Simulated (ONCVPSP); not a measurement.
**Fe: ONCV pseudisation with LDA (Perdew-Zunger), scalar-relativistic reference atom.**

* Element: iron (Fe)
* Generator: ONCVPSP 4.0.1
* Type: optimised norm-conserving Vanderbilt (ONCV)
* Functional: LDA (Perdew-Zunger)
* Relativity: scalar-relativistic
* Frozen core: [Ar]
* Valence charge: 8
* Reference configuration: 3d6 4s2
* Partial waves: 4s: rc 1.90 bohr, ncon 4, nbas 7, qcut 4.2 1/bohr, 2 projectors, debl 2.8 Ha; p scattering state at 0.44 Ha: rc 2.00 bohr, ncon 4, nbas 9, qcut 4.5 1/bohr, 3 projectors, debl 1.2 Ha; 3d: rc 1.30 bohr, ncon 3, nbas 8, qcut 13.5 1/bohr, local
* Local potential: the d channel
* Core correction: Teter function, fcfact 5.5, rcfact 1.75

All-electron outer shells of the reference configuration (LDA (Perdew-Zunger), scalar-relativistic, ld1.x):

```json
{"shell": "3p", "level (eV)": "-59.93", "outermost node (bohr)": "0.30", "outermost maximum (bohr)": "0.72"}
{"shell": "3d", "level (eV)": "-7.75", "outermost node (bohr)": "–", "outermost maximum (bohr)": "0.71"}
{"shell": "4s", "level (eV)": "-5.49", "outermost node (bohr)": "1.01", "outermost maximum (bohr)": "2.38"}
```

Question: Estimate the cutoffs (Ha) at which the residual kinetic energy of the hardest occupied pseudo-wave falls to 1 and 0.1 mHa per electron.

Answer: 62 Ha and 71 Ha.

Question: Does the potential have ghost states?

Answer: Ghosts flagged at negative energy: s at -74.0 eV, p at -57.6 eV; GHOST(+) flagged for p at 3.5 eV, s at 220.6 eV. A true bound ghost makes a file unfit for plane-wave use.

Question: Which valence shell sets the plane-wave cutoff?

Answer: 3d: 62 Ha for 1 mHa per electron, against 4 Ha for 4s.

Its largest configuration-test error is -849 meV (3d5 4s0). 1 of 4 tests not solved or not reliable.
